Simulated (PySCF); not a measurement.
Cl₃HSi. Atoms are numbered in the order given.

```xyz
5

Si     0.0000     0.0000     0.5108
Cl    -1.6766    -0.9680    -0.1791
Cl     0.0000     1.9360    -0.1791
Cl     1.6766    -0.9680    -0.1791
H      0.0000     0.0000     1.9841
```
Charge 0, spin multiplicity 1.

The structure is a stationary point at B3LYP-D3(BJ)/def2-SVP. The isomer is the one that the SMILES or the coordinates give; other isomers of the formula were not compared.

These are PySCF with KT2/pcSseg-2 values and carry that method's errors.

GIAO shieldings, no solvent; atoms alike by connectivity are averaged. δ = σ(ref) − σ: ²⁹Si against TMS (σ = 351.7 ppm); ³⁵Cl against HCl (σ = 945.0 ppm); ¹H against TMS (σ = 31.47 ppm), references at their B3LYP-D3(BJ)/def2-TZVP geometries, non-relativistic (without spin–orbit terms, shifts of atoms bonded to Cl or Br come out too high).

Computed chemical shifts:
```csv
nucleus,atoms,count,δ (ppm)
²⁹Si,Si1,1,12.9
³⁵Cl,"Cl2, Cl3, Cl4",3,174.2
¹H,H5,1,6.81
```
